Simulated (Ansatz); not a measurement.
C3H11Si3, doublet, geometry from GFN2-xTB; HF/6-31G in Ansatz (a quantum-chemistry and plane-wave program).

The Ansatz input:
Ansatz 0.2 input:
```yaml
crystal:
  periodic: [false, false, false]
  atoms:
    - {symbol: C, position_ang: [1.51380197, 0.81809202, 0.50539771]}
    - {symbol: Si, position_ang: [1.63754306, -0.92661904, -0.13014090]}
    - {symbol: C, position_ang: [-0.04128886, -1.75001797, 0.21374552]}
    - {symbol: Si, position_ang: [-1.56054583, -0.84447112, -0.48872294]}
    - {symbol: C, position_ang: [-1.26109377, 1.02671936, -0.65496501]}
    - {symbol: Si, position_ang: [-0.07402361, 1.78201665, 0.62271278]}
    - {symbol: H, position_ang: [2.42327905, 1.30358455, 0.82984475]}
    - {symbol: H, position_ang: [2.72881351, -1.65115256, 0.54335961]}
    - {symbol: H, position_ang: [1.90634651, -0.94257836, -1.57982010]}
    - {symbol: H, position_ang: [-0.02920890, -2.77013691, -0.16692046]}
    - {symbol: H, position_ang: [-0.16041559, -1.83641026, 1.29372713]}
    - {symbol: H, position_ang: [-1.89053458, -1.39651614, -1.81382299]}
    - {symbol: H, position_ang: [-2.71149695, -1.07856137, 0.39995844]}
    - {symbol: H, position_ang: [-2.21868474, 1.54335451, -0.61239872]}
    - {symbol: H, position_ang: [-0.85904916, 1.22467750, -1.64859725]}
    - {symbol: H, position_ang: [0.16152622, 3.20948361, 0.34474771]}
    - {symbol: H, position_ang: [-0.66072177, 1.67252382, 1.97096759]}
basis:
  gaussian:
    orbitals: 6-31G
hamiltonian:
  xc: hf
magnetization: {spin_polarized: true, initial_magnetization: 1}
```

What the program printed (banner, timings and long lists left out):

```
Functional definition: HF
1153 factors; integrals over basis functions are off by at most 2.2e-4 eV
mean field evaluation 1: about -26842.6559 eV, gradient 2.1e1 eV
mean field evaluation 2: about -26842.6593 eV, gradient 2.1e1 eV
mean field evaluation 4: about -26845.8546 eV, gradient 2.3e0 eV
mean field evaluation 8: about -26845.9190 eV, gradient 4.0e-4 eV
mean field -26845.91862988 eV, -986.5693128308 hartree, gradient 2.5e-5 eV, S^2 0.762316; 0 other end points of the search recorded, 0 dependent functions left out
reference -26845.91862988 eV, -986.5693128308 hartree; 36, 35 occupied and 52, 53 virtual orbitals, 1153 factors
Total energy: -26845.91862988 eV, -986.5693128308 hartree
```
